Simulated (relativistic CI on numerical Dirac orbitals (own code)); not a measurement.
Mn⁴⁺: 2p photoemission

Computed with this model: Dirac-Coulomb-Breit CI, orbitals from a KLI potential per configuration, a model potential for QED, valence Slater integrals scaled by 0.8, multiplet model of photoemission in the sudden approximation; configurations [Ar] 3d3 → [He] 2s2 2p5 3s2 3p6 3d3; 80 K; Lorentzian 0.7 eV and Gaussian 0.6 eV FWHM. Energies are those of the free ion, without screening or charge transfer. The energies are binding energies and can lie tens of eV above those of solids. S is read from ⟨S²⟩ = S(S + 1).

Field parameters in Wybourne normalisation: D3d B²₀ = −7Dσ, B⁴₀ = −14Dq − 21Dτ, B⁴₃ = −14√(10/7) Dq. The field is a parameter set, without covalency.

free ion: ground-state S = 1.50, centroid 723.36 eV. Peaks (eV, height): 718.5 (100), 719.6 (94), 723.4 (20), 730.3 (43), 731.7 (38), 734.9 (13).

D3d, 10Dq = 12650, Dσ = -1200, Dτ = 50 cm⁻¹: ground-state S = 1.50, centroid 723.41 eV. Peaks (eV, height): 718.5 (100), 719.6 (83), 723.4 (10), 724.5 (12), 726.9 (7), 730.5 (59), 733.3 (10).

Strongest unbroadened transitions for D3d, 10Dq = 12650, Dσ = -1200, Dτ = 50 cm⁻¹:

| Energy (eV) | Relative strength |
| --- | --- |
| 718.36 | 90.2 |
| 718.43 | 97.5 |
| 718.47 | 100.0 |
| 718.48 | 50.3 |
| 719.47 | 70.8 |
| 719.50 | 40.6 |
| 719.53 | 69.4 |
| 719.75 | 14.9 |
| 720.17 | 59.7 |
| 720.19 | 16.9 |
| 720.37 | 26.7 |
| 729.95 | 74.5 |
| 729.97 | 32.8 |
| 730.59 | 15.5 |
| 730.60 | 33.6 |
| 730.62 | 33.8 |
| 730.63 | 40.6 |
| 730.69 | 32.1 |
